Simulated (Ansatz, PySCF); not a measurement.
Molecule: PN, charge 0, multiplicity 1. SMILES: N#P
Geometry: optimised at B3LYP-D3(BJ)/def2-TZVP (Ansatz, a quantum-chemistry and plane-wave program).

Wanted: vertical ionisation energy (to the doublet state of charge +1; each state is the SCF solution reached for its spin; the UHF <S^2> is 1.44 for the doublet (pure: 0.75); for the doublet T1 is 0.094; for the singlet the Hartree-Fock reference is unstable and T1 is 0.019), in eV. Cores are frozen in the correlated levels unless marked. UHF or UKS for open shells. No spin-orbit coupling. No relativistic terms. CBS(X,Y): correlation extrapolated as X^-3; Hartree-Fock from the larger set.

| level | program | vertical ionisation energy (eV) | minus last row |
|---|---|---|---|
| PBE/def2-TZVPD | Ansatz | 11.74 | -0.24 |
| BHLYP/def2-TZVPD | Ansatz | 11.68 | -0.30 |
| wB97M-V/def2-TZVPD | Ansatz | 11.87 | -0.11 |
| CCSD/aug-cc-pV(Q+d)Z | Ansatz | 11.78 | -0.20 |
| CCSD/def2-QZVPPD | Ansatz | 11.77 | -0.21 |
| CCSD(T)/aug-cc-pV(Q+d)Z | Ansatz | 11.93 | -0.05 |
| CCSD(T)/CBS(aug-cc-pV(T+d)Z,aug-cc-pV(Q+d)Z) | Ansatz | 11.98 | 0.00 |

For comparison, minus the highest occupied orbital energy (PySCF): 9.30 eV at PBE0/def2-TZVPD, 10.20 eV at MN15/def2-TZVPD, 8.49 eV at TPSSh/def2-TZVPD.
